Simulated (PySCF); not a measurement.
Species: C₂H₇N₂Si₂ (doublet state).
Structure used (GFN2-xTB), in Å, numbered top down from 1:
```
atom  x, y, z in Å
C1     2.590   -1.177   -0.140
C2     2.033   -0.116   -0.052
Si3    1.120    1.500    0.089
N4    -0.542    1.236    0.233
Si5   -1.927    0.269    0.319
N6    -1.620   -1.443    0.238
H7     3.097   -2.097   -0.220
H8     1.597    2.187    1.298
H9     1.377    2.272   -1.136
H10   -2.778    0.559   -0.835
H11   -2.570    0.485    1.616
H12   -1.108   -1.861    0.999
H13   -1.273   -1.813   -0.633
```

The hyperfine couplings belong to this conformer and change with its torsions.

As a line formula: `[SiH2](C#C)[N][SiH2]N` [radical].

Level of theory: UKS B3LYP, pcH-1 on C H N Si, non-relativistic, mean-field spin-orbit, GIAO (PySCF 2.14.0). Geometry: GFN2-xTB, one conformer, isolated molecule. Couplings are sensitive to structure, and on GFN2-xTB geometries they can be far from those on DFT ones. The SCF solution wasn't tested for stability.

Mulliken spin populations: C1 -0.007, C2 +0.003, Si3 -0.055, N4 +0.894, Si5 -0.058, N6 -0.003, H7 0.000, H8 +0.055, H9 +0.055, H10 +0.058, H11 +0.057, H12 0.000, H13 0.000.

Problem. What dipolar couplings does the calculation give for H7, H8, H9, H10, H11, H12, H13?

Solution. 
```csv
atom,position,distance from N4 (Å),T1 (MHz),T2,T3
H7,4 bonds from N4,4.96,-0.50,-0.44,0.95
H8,2 bonds from N4,2.57,-4.11,-1.69,5.79
H9,2 bonds from N4,2.57,-4.09,-1.69,5.78
H10,2 bonds from N4,2.57,-4.14,-1.51,5.65
H11,2 bonds from N4,2.57,-4.15,-1.53,5.68
H12,3 bonds from N4,3.24,-2.17,-1.58,3.75
H13,3 bonds from N4,3.25,-2.15,-1.55,3.71
```

Problem. Estimate them with point dipoles: put each population ρk at its nucleus, leave out the nucleus itself and the atom bound to it, and sum T = Σ [ρk/(2S)]·C·(3 n nᵀ − 1)/r³ with C = μ0 gₑ μB g_N μN/(4π h) = 79.06 MHz Å³.

Solution. 
| atom | T1 (MHz) | T2 | T3 | T3, computed | difference in T3 (%) |
| --- | --- | --- | --- | --- | --- |
| H7 | -0.60 | -0.59 | 1.19 | 0.95 | +26 |
| H8 | -4.47 | -3.76 | 8.23 | 5.79 | +42 |
| H9 | -4.46 | -3.75 | 8.20 | 5.78 | +42 |
| H10 | -4.50 | -3.76 | 8.26 | 5.65 | +46 |
| H11 | -4.52 | -3.77 | 8.28 | 5.68 | +46 |
| H12 | -2.03 | -1.81 | 3.85 | 3.75 | +3 |
| H13 | -2.02 | -1.78 | 3.80 | 3.71 | +3 |

Problem. If all the spin sat on N4, T∥ = 2C/r³. What distance does the computed T3 of H8 then imply?

Solution. r = (2 × 79.06/5.79)^(1/3) = 3.01 Å, against 2.57 Å in the structure.
